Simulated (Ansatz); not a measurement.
Input file for Ansatz (an electronic-structure program): U-PBE/def2-TZVPP on AlBrFH (SMILES [F][AlH][Br]), a point of a bond scan (R = 4.493 Å).

Ansatz 0.2 input:
```yaml
crystal:
  periodic: [false, false, false]
  atoms:
    - {symbol: Al, position_ang: [0.14258516, -1.02185598, 0.68600121]}
    - {symbol: H, position_ang: [-0.74582044, -2.28637816, 0.87330814]}
    - {symbol: F, position_ang: [1.56773011, -0.90210632, 1.50144871]}
    - {symbol: Br, position_ang: [-1.01214844, 2.37553956, -2.01767905]}
basis:
  gaussian:
    orbitals: def2-TZVPP
hamiltonian:
  xc: {name: PBE}
magnetization: {spin_polarized: true, initial_magnetization: 0}
```

Output:

```
WARN ansatz: RAYON_NUM_THREADS=1 ignored (pool sized by the plan → 1); use --threads N
Functional definition: PBE
integrals: 0.05 GiB planned
860 factors; their error is unknown
mean field: 0.41 GiB planned
mean field evaluation 1: about -79354.2711 eV, gradient 3.4e1 eV
mean field evaluation 2: about -79154.0913 eV, gradient 1.0e2 eV
mean field evaluation 4: about -79351.2613 eV, gradient 2.7e1 eV
mean field evaluation 8: about -79360.7078 eV, gradient 2.5e-2 eV
mean field evaluation 16: about -79360.7414 eV, gradient 7.3e-1 eV
mean field evaluation 32: about -79360.8125 eV, gradient 2.6e-5 eV
mean field evaluation 64: about -79360.1159 eV, gradient 2.2e0 eV
mean field evaluation 96: about -79360.1453 eV, gradient 3.3e-5 eV
mean field evaluation 128: about -79354.2956 eV, gradient 1.9e1 eV
mean field evaluation 160: about -79360.1419 eV, gradient 4.4e-1 eV
mean field -79360.81254532 eV, -2916.4560683498 hartree, gradient 1.2e-6 eV, S^2 0.503982; 13 other end points of the search recorded, 0 dependent functions left out
reference -79360.81258759 eV, -2916.4560699032 hartree; 29, 29 occupied and 106, 106 virtual orbitals, 860 factors
Total energy: -79360.81258759 eV, -2916.4560699032 hartree
```

The calculation finished and met its thresholds. Its determinant has ⟨S²⟩ = 0.50, a mixture of spin states.

Cost: about 19 core-seconds (a rough figure).
